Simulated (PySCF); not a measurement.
Compound: C6H14P2.
Cartesian coordinates in Å at the PBE0-D3(BJ)/def2-SVP level; atoms count from 1:
```
atom  x, y, z in Å
C1     1.4854    2.5697    0.1646
C2     1.1305    1.3910   -0.3570
P3     0.3456    0.0775    0.6450
C4     1.0806   -1.4187   -0.1942
C5     2.5463   -1.6130    0.1662
P6    -1.6151    0.0886   -0.4310
C7    -2.4718   -1.1890    0.6090
C8    -2.2974    1.6232    0.3516
H9     1.3461    2.7896    1.2284
H10    1.9295    3.3585   -0.4512
H11    1.2916    1.2000   -1.4276
H12    0.4878   -2.2892    0.1337
H13    0.9446   -1.3354   -1.2857
H14    2.9638   -2.5007   -0.3343
H15    3.1518   -0.7439   -0.1360
H16    2.6780   -1.7436    1.2515
H17   -2.3424   -1.0152    1.6891
H18   -3.5468   -1.1746    0.3700
H19   -2.0920   -2.1905    0.3571
H20   -3.3456    1.7474    0.0384
H21   -2.2509    1.5967    1.4520
H22   -1.7304    2.4944   -0.0092
```

Computed with TDDFT B3LYP/def2-SVPD, vertical, gas phase, core orbitals frozen in the response (PySCF).

Frontier orbitals with the atoms that hold most of them (Löwdin shares over 4%, at most four atoms; ? is withheld):

```tsv
orbital	ε (eV)	atoms
LUMO+2	0.50	P3 14%, C8 9%, C1 8%, C4 8%
LUMO+1	0.07	P6 25%, P3 23%, C7 10%, C2 7%
LUMO	-0.72	?
HOMO	?	?
HOMO-1	-7.35	P6 30%, P3 26%, C2 9%, C7 7%
HOMO-2	-7.43	C2 24%, C1 24%, P3 16%, C4 9%
HOMO-3	-8.63	C2 21%, P3 16%, C1 14%, P6 13%
```

Which atoms hold the LUMO, and with what shares?

C1 (bonded to C and 2 H) 33%; C2 (bonded to C, P and H) 27%; P6 (bonded to 2 C and P) 8%; P3 (bonded to 2 C and P) 8%. By element: carbon 60% or more, phosphorus 16%.

Which atoms hold the HOMO, and with what shares?

P6 (bonded to 2 C and P) 39%; P3 (bonded to 2 C and P) 34%; C7 (bonded to P and 3 H) 5%; C8 (bonded to P and 3 H) 5%. By element: phosphorus 73%, carbon 10% or more.

What is the HOMO energy, and the HOMO–LUMO gap?

ε(HOMO) = -5.80 eV; the gap is 5.08 eV (0.1867 hartree).

How does S1 compare with the orbital gap of 5.08 eV?

S1 is at 4.19 eV (f = 0.019), 0.89 eV below the gap, made of HOMO→LUMO (98%). 

Give energy, strength and leading configuration of S1, S2 and S4, and follow the Löwdin shares of the leading atoms from the occupied to the empty orbital.

- S1 (4.19 eV, f 0.019), HOMO→LUMO (98%): P6 39% → 8%, P3 34% → 8%, C1 at most 6% → 33%, C2 at most 6% → 27%
- S2 (5.24 eV, f 0.158), HOMO→LUMO+1 (88%): P6 39% → 25%, P3 34% → 23%
- S4 (5.66 eV, f 0.0028), HOMO-1→LUMO (84%): P6 30% → 8%, P3 26% → 8%, C1 at most 8% → 33%, C2 9% → 27%

Löwdin shares depend on the basis, the more so with diffuse functions.

One conformer stands for the species.
